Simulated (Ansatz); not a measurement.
Born–Oppenheimer molecular dynamics of CH₄ClNOSi (9 atoms, charge 0, multiplicity 1). It starts at the highest image of a converged band, a first-order saddle point between two minima.

All numbers below come from Ansatz 0.2.0, RKS BLYP/cc-pVDZ.

```json
{"ensemble": "NVE (velocity Verlet)", "time step": "0.5 fs", "steps asked": "200", "starting velocities drawn for": "300 K", "seed": "9257"}
```

First frame:

```xyz
9
Properties=species:S:1:pos:R:3
N 0.974 0.852 -1.087
Si 0.125 -0.333 -0.161
Cl 0.429 -2.172 -1.120
C -0.156 -0.110 1.645
O -1.586 -0.210 0.237
H 0.874 1.836 -0.817
H 1.040 0.748 -2.104
H -1.377 0.415 1.185
H -0.234 -1.072 2.204
```

**Question.** How far do the bonds stretch over the last three quarters of this one trajectory? (Pairs bonded in most of those frames.)

**Answer.** 
```csv
bond,mean (Å),spread (Å),shortest,longest
N1–Si2,1.740,0.028,1.70,1.80
N1–H6,1.029,0.010,1.01,1.05
N1–H7,1.030,0.013,1.01,1.05
Si2–Cl3,2.125,0.067,2.00,2.25
Si2–C4,1.854,0.044,1.78,1.94
Si2–O5,1.731,0.111,1.57,1.91
C4–O5,1.676,0.147,1.49,1.95
C4–H8,1.145,0.044,1.04,1.24
C4–H9,1.143,0.063,1.03,1.28
```

Mean temperature of the second half: 1472 K. The conserved energy stayed within 0.32 meV per atom of its start (net change -0.2 meV per atom), so the integration is sound. The kinetic energy rose, since the run started high on the potential surface and went downhill. A run of 0.1 ps of so small a system gives no equilibrium averages. The orbitals stay closed-shell, which can raise the energy where a bond breaks towards radicals; this wasn't checked here.

Time of the run: 10 min on 2 threads of Arm Neoverse N1, with other jobs on the host, peak memory 0.15 GiB.
